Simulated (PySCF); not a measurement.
# Simulated absorption spectrum

Species: C2H7F3OSi2.
SMILES: `CO[Si@@H]([SiH3])C(F)(F)F`

Method: TDDFT B3LYP/def2-SVPD, vertical, gas phase, core orbitals frozen in the response (PySCF 2.14.0, density-fitted response routines). Geometry: PBE0-D3(BJ)/def2-SVP, one conformer, isolated molecule. Torsions of this conformer, `[CH3:1][O:2][Si@@H:3]([SiH3:4])[C:5]([F:6])([F:7])[F:8]`: C1–O2–Si3–Si4 177°, O2–Si3–C5–F6 -61°.

Computed states:

| state | E (eV) | f |
| --- | --- | --- |
| S1 | 6.54 | 0.0037 |
| S2 | 6.74 | 0.012 |
| S3 | 7.17 | 0.020 |
| S4 | 7.33 | 0.020 |
| S5 | 7.59 | 0.027 |
| S6 | 7.64 | 0.028 |
| S7 | 7.70 | 0.020 |
| S8 | 7.79 | 0.025 |
| S9 | 7.87 | 0.237 |
| S10 | 7.99 | 0.033 |

Each state is given a Gaussian of 0.25 eV full width at half maximum, with ε(max) = 2.175×10⁸ f / Δν̃ (Δν̃ the width in cm⁻¹). The width is an assumption, not a result. The curve ends short of the highest state used, and states not computed would add to its high-energy end.

Q: What does the envelope look like, and where are its maxima?

A: 
E (eV), ε (L mol⁻¹ cm⁻¹) and a bar:
```
     6.17          1 
     6.21          3 
     6.25          9 
     6.30         28 
     6.34         64 #
     6.38        124 #
     6.42        214 ##
     6.46        330 ###
     6.51        498 ####
     6.55        649 ######
     6.59        822 #######
     6.63       1016 #########
     6.67       1201 ###########
     6.72       1328 ############
     6.76       1280 ############
     6.80       1094 ##########
     6.84        830 #######
     6.89        530 #####
     6.93        419 ####
     6.97        485 ####
     7.01        754 #######
     7.05       1212 ###########
     7.10       1944 #################
     7.14       2523 #######################
     7.18       2980 ###########################
     7.22       3256 #############################
     7.26       3339 ##############################
     7.31       3207 #############################
     7.35       2994 ###########################
     7.39       2839 ##########################
```

Maxima: 184 nm (6.73 eV), ε about 1300, made up of S2 (93%); 171 nm (7.26 eV), ε about 3300, made up of S3 (47%) and S4 (52%) (ε in L mol⁻¹ cm⁻¹; maxima over ε = 5, shares over 10%).

Q: What would ε be at 7.26 eV, the highest of these maxima, with half the width (0.125 eV)?

A: About 2940 L mol⁻¹ cm⁻¹ against 3340, a factor of about 0.9; a lone state at its own centre would give exactly 2.

Q: On this curve, what absorbance would a 10⁻⁴ mol/L sample give at 193 nm over a 1 cm path?

A: 193 nm is 6.424 eV, where ε is about 220 L mol⁻¹ cm⁻¹, so A = ε c l ≈ 0.022 (Beer–Lambert, with the gas-phase spectrum and the assumed width).

Q: Coming from long wavelengths, where does ε first pass 100 L mol⁻¹ cm⁻¹?

A: At about 195 nm (6.37 eV), 0.18 eV below S1.

All these states lie below the vertical ionisation energy of 10.25 eV (ΔSCF).

Time: 4.2 min of wall time (with the writing of density and orbital grids); peak memory 1.1 GiB. Hardware: Arm Neoverse V2, one thread, no GPU, shared host.
